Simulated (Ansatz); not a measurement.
The first iterations of a band of C2H9OPSi (14 atoms, charge 0, multiplicity 1).

These are results of RKS revPBE/STO-3G (Ansatz 0.2.0), not measurements.

```json
{
  "movable images": "6",
  "climbing image": "no",
  "spring": "5.0 eV/Å²",
  "optimiser": "quadratic models (default)",
  "start path": "through a guess of the saddle point",
  "force threshold": "0.05 eV/Å",
  "iteration limit": "60",
  "end points": "relaxed"
}
```

Image 0:

```xyz
14
Properties=species:S:1:pos:R:3
C -2.222 1.030 1.079
O -1.472 -0.146 0.579
C -0.190 0.368 0.011
Si 0.811 -1.121 -0.650
P 2.736 -0.401 -1.540
H -1.674 1.582 1.888
H -2.466 1.767 0.269
H -3.177 0.639 1.502
H -0.383 1.106 -0.812
H 0.398 0.923 0.790
H 0.023 -1.793 -1.679
H 1.009 -2.069 0.447
H 3.326 -0.191 -0.260
H 3.268 -1.722 -1.595
```

Image 7:

```xyz
14
Properties=species:S:1:pos:R:3
C -2.093 1.324 0.522
O -1.220 0.405 -0.243
C -0.160 -0.070 0.695
Si 0.997 -1.274 -0.239
P 1.834 -0.334 -2.091
H -2.592 0.824 1.395
H -1.543 2.220 0.914
H -2.881 1.673 -0.184
H 0.425 0.794 1.109
H -0.611 -0.588 1.583
H 0.239 -2.470 -0.592
H 2.030 -1.682 0.715
H 2.726 0.491 -1.344
H 2.836 -1.343 -2.210
```

| iteration | highest image above the first end (eV) | largest band force component (eV/Å) |
| --- | --- | --- |
| 1 | 1.799 | 5.629 |
| 2 | 0.199 | 1.462 |

**Question.** Does the band converge within its limit, and where does its top end?

**Answer.** The forces met the threshold. It ended after 6 iterations with the highest image 0.044 eV above the first end. No image climbed, so the highest image needn't sit at the top of the path. Limits of this set-up: minimal basis.

Run time: 97 s on 1 thread of Arm Neoverse V2, with other jobs on the host, peak memory 0.1 GiB.
